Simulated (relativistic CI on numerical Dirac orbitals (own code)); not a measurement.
## Sensitivity of the levels of Cs XIX to α and to the nuclear radius

These numbers are calculated, not measured: Dirac-Coulomb-Breit CI, orbitals from a KLI potential per configuration, derivatives by finite differences, unscaled Slater integrals, QED left out (own radial code, finite nucleus).

Configurations in the expansion (outside the closed core [Ar] 3d10): 4s2 4p6 4d, 4s2 4p5 4d2, 4s2 4p6 4f, 4s 4p6 4d2, 4s2 4p5 4d 4f, 4s2 4p6 5s. Double excitations out of closed p, d and f shells are left out; levels of such configurations are missing from the list, as are those of other unlisted configurations, and high levels can miss mixing partners.

With x = (α/α₀)² − 1 an excitation energy changes as ω = ω₀ + qx; K = 2q/ω₀ is the relative enhancement. Terms are leading LS components, so labels can repeat. The field-shift factor is F = δν/δ⟨r²⟩ for the transition from the lowest level.

Lowest level 4s2 4p6 4d 2D_3/2.

```csv
Level,ω₀ (cm⁻¹),q (cm⁻¹),K,F (GHz/fm²)
4s2 4p6 4d 2D_5/2,25679,25570,1.99,0.301
4s2 4p5 4d2 4D°_1/2,669598,21430,0.064,2.37
4s2 4p5 4d2 4D°_3/2,674362,21710,0.0644,2.43
4s2 4p5 4d2 4D°_5/2,686671,31070,0.0905,2.57
4s2 4p5 4d2 4F°_7/2,701379,34140,0.0973,2.69
4s2 4p5 4d2 2F°_5/2,702628,24480,0.0697,2.64
4s2 4p5 4d2 4D°_7/2,708532,32600,0.092,2.42
4s2 4p5 4d2 4G°_9/2,712330,38540,0.108,2.79
4s2 4p5 4d2 4G°_11/2,720570,49710,0.138,2.98
4s2 4p5 4d2 4P°_5/2,721102,42340,0.117,2.74
4s2 4p5 4d2 2D°_3/2,722489,36000,0.0997,2.66
4s2 4p5 4d2 4P°_3/2,725019,32720,0.0902,2.31
4s2 4p5 4d2 2G°_7/2,738271,36500,0.0989,2.8
```

At this charge energies of transitions that change n are usually good to better than 1 %, and those within a shell (Δn = 0) to a few per cent.
